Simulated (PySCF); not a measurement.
Excitations are Tamm–Dancoff values on a coarser integration grid. The basis has no diffuse functions, so Rydberg states are missing or too high.

Z-matrix (Å, degrees):
```
Ge
Cl 1 2.1436
S 1 2.2061 2 104.69
H 3 1.3445 1 92.55 2 -172.60
S 1 2.2066 2 113.34 3 -116.53
H 5 1.3444 1 93.02 2 -79.72
S 1 2.2109 2 103.69 3 123.34
H 7 1.3447 1 92.58 2 171.75
```
Charge 0, multiplicity 1.

### Question
What dipole moment, S1–T1 gap (TDA), S1 excitation (TDA), HOMO and HOMO–LUMO gap does PBE-D3(BJ)/def2-TZVP // PBE0-D3(BJ)/def2-TZVP (PySCF) give?

### Answer

| Item | Result |
|---|---|
| dipole moment | 2.42 D |
| S1–T1 gap (TDA) | 0.34 eV |
| S1 excitation (TDA) | 4.20 eV |
| HOMO | -6.52 eV |
| HOMO–LUMO gap | 4.04 eV |
